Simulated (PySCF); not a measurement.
What does the PBE0-D3(BJ)/def2-SVP structure of InChI=1S/C8H18/c1-7(2,3)8(4,5)6/h1-6H3 look like in three dimensions?

```xyz
26
C8H18 angstrom
C      1.391    1.395   -0.047
C      0.808   -0.013   -0.227
C      1.500   -0.938    0.783
C      1.179   -0.497   -1.635
C     -0.756   -0.011   -0.020
C     -1.376   -1.339   -0.477
C     -1.419    1.116   -0.822
C     -1.119    0.191    1.458
H      1.097    1.846    0.914
H      1.080    2.077   -0.851
H      2.491    1.350   -0.063
H      1.080   -1.956    0.769
H      2.571   -1.023    0.540
H      1.428   -0.555    1.811
H      0.952   -1.563   -1.778
H      0.657    0.071   -2.420
H      2.260   -0.367   -1.802
H     -0.892   -2.207   -0.004
H     -2.442   -1.368   -0.202
H     -1.316   -1.468   -1.567
H     -2.514    1.018   -0.771
H     -1.138    1.088   -1.886
H     -1.161    2.110   -0.428
H     -0.644    1.088    1.883
H     -2.208    0.318    1.561
H     -0.831   -0.672    2.076
```

Any rigid rotation of these coordinates is as good. Atoms count from 1 in this order. The C–C distances run from 1.534 Å (C5–C7, drawn single) to 1.578 Å (C2–C5, drawn single), a spread of 0.044 Å. Of the pairs four or more bonds apart, H16···H22 is among the closest relative to their van der Waals radii: 2.13 Å, 89 % of the sum of Bondi's values.

Bonds between heavy atoms (Å): C1–C2 1.534, C2–C3 1.534, C2–C4 1.534, C2–C5 1.578, C5–C6 1.534, C5–C7 1.534, C5–C8 1.534.

Level of theory: PBE0-D3(BJ)/def2-SVP geometry optimisation, gas phase (PySCF 2.14.0).

Point group: D3 (every atom within 0.08 Å of its image). Stationary, but not proved a minimum.
